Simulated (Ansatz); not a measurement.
H6BSi2, SMILES `[SiH3][B-][SiH3]` (lower triplet) (charge -1, multiplicity 3). This triplet lies 0.38 eV below the relaxed singlet at the level frozen-core CCSD(T)/aug-cc-pVDZ // PBE0-D3(BJ)/def2-TZVPD (Ansatz, a first-principles code).

All values below come from r2SCAN/aug-cc-pVTZ // PBE0-D3(BJ)/def2-TZVPD (Ansatz).

Ansatz 0.2 input:
```yaml
crystal:
  periodic: [false, false, false]
  atoms:
    - { symbol: Si, position_ang: [-1.913679, -0.065266, -0.098672] }
    - { symbol: B, position_ang: [-0.000033, 0.002231, -0.000838] }
    - { symbol: Si, position_ang: [1.913675, 0.065727, 0.098497] }
    - { symbol: H, position_ang: [-2.503689, -0.995211, -1.138402] }
    - { symbol: H, position_ang: [-2.619258, 1.236723, -0.416302] }
    - { symbol: H, position_ang: [-2.638113, -0.508481, 1.155409] }
    - { symbol: H, position_ang: [2.570048, 1.354807, -0.350216] }
    - { symbol: H, position_ang: [2.524822, -0.127958, 1.470699] }
    - { symbol: H, position_ang: [2.666226, -0.962569, -0.720176] }
basis:
  gaussian: { orbitals: aug-cc-pVTZ }
hamiltonian:
  xc: r2scan
total_charge: -1
magnetization:
  spin_polarized: true
  initial_magnetization: 2
```

Output:

```
Functional definition: r2SCAN
1287 factors; their error is unknown
mean field evaluation 1: about -16524.9179 eV, gradient 1.5e1 eV
mean field evaluation 2: about -16524.4790 eV, gradient 1.6e1 eV
mean field evaluation 4: about -16526.7137 eV, gradient 5.8e-1 eV
mean field evaluation 8: about -16526.6948 eV, gradient 1.4e-1 eV
mean field evaluation 16: about -16526.6949 eV, gradient 5.5e-5 eV
mean field -16526.69490234 eV, -607.3448354648 hartree, gradient 5.5e-5 eV, S^2 2.016964; 0 other end points of the search recorded, 0 dependent functions left out
reference -16526.69497219 eV, -607.3448380316 hartree; 21, 19 occupied and 263, 265 virtual orbitals, 1287 factors
Total energy: -16526.69497219 eV, -607.3448380316 hartree
```
